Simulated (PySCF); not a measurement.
## Electron correlation in Bi³⁺ (bismuth, charge +3)

[Xe] 4f14 5d10 6s2, closed-shell 1S. All numbers are calculated (PySCF 2.14, a scalar-relativistic core potential, in def2-TZVP with the def2 core potential (60 electrons) (6s5p3d2f, 50 functions)). Frozen: 5s2 5p6 5d10; 2 electrons correlated.

Total MP2 correlation energy: -21.35 mhartree.

Same-spin part 0.00 and opposite-spin part -21.35 mhartree; SCS-MP2 scales them by 1/3 and 6/5 to -25.62 mhartree.

With two correlated electrons CCSD is exact within the correlated space (frozen core and kept virtual orbitals).

```json
{"level": "CCSD", "correlation energy (mhartree)": "-28.03"}
```

Diagnostics: T1 = 0.0019, D1 = 0.0026, largest double amplitude 0.075.

Cost of the coupled-cluster step: 0.11 s of wall time on 1 thread of Intel(R) Xeon(R) Platinum 8559C (shared host), for 2 correlated electrons.

Iterations:

```
CC2 = 0
CCSD nocc = 1, nmo = 41
frozen orbitals [0, 1, 2, 3, 4, 5, 6, 7, 8]
max_cycle = 100
direct = 0
conv_tol = 1e-08
conv_tol_normt = 1e-06
diis_space = 8
diis_start_cycle = 0
Init t2, MP2 energy = -211.903836671244  E_corr(MP2) -0.0213481115200025
Init E_corr(CCSD) = -0.0213481115202543
cycle = 1  E_corr(CCSD) = -0.025943273996376  dE = -0.00459516248  norm(t1,t2) = 0.028
cycle = 2  E_corr(CCSD) = -0.0273075605322329  dE = -0.00136428654  norm(t1,t2) = 0.00985108
cycle = 3  E_corr(CCSD) = -0.0280359463032938  dE = -0.000728385771  norm(t1,t2) = 0.00360553
cycle = 4  E_corr(CCSD) = -0.0280297049784289  dE = 6.24132486e-06  norm(t1,t2) = 7.8241e-05
cycle = 5  E_corr(CCSD) = -0.0280296627383015  dE = 4.22401274e-08  norm(t1,t2) = 6.95923e-06
cycle = 6  E_corr(CCSD) = -0.0280295380290329  dE = 1.24709269e-07  norm(t1,t2) = 6.26549e-07
cycle = 7  E_corr(CCSD) = -0.0280295470111135  dE = -8.98208057e-09  norm(t1,t2) = 7.89848e-08
CCSD converged
E(CCSD) = -211.910518106735  E_corr = -0.02802954701111345
```
